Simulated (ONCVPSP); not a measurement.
## Configuration tests for carbon (ONCV)

ONCVPSP 4.0.1 input, shortened (lines: element, Z, core and valence counts, functional; n l f; lmax; l rc ep ncon nbas qcut; lloc lpopt rc5 dvloc0; l nproj debl; icmod fcfact rcfact), PW91, scalar-relativistic:

```
  C 6.00    1    2  -109134      upf
    1    0    2.00
    2    0    2.00
    2    1    1.00
    2
    0    1.25    0.00    3    7    5.30
    1    2.25    0.00    4    9    5.10
    2    2.15    0.33    4    8    4.60
    4    5    1.05    2.00
    0    2    2.70
    1    2    0.50
    2    1    2.50
    3    5.25    1.15
```

In the p channel the program set the typed energies aside and used -0.628, 0.250 Ha.

Energies are relative to the spin-unpolarised reference configuration 2s2 2p1; without spin polarisation the order of configurations can differ from experiment.

```tsv
valence configuration	charge	ΔE all-electron (eV)	error AE − PS (meV)
2s2 2p2	0	-10.928	+83
2s2 2p0	+2	24.232	+278
2s1 2p0	+3	72.489	+691
```

What are ΔE and the potential's error for 2s0 2p4?

ΔE = 6.022 eV all-electron; the error (AE − PS) is +247 meV.
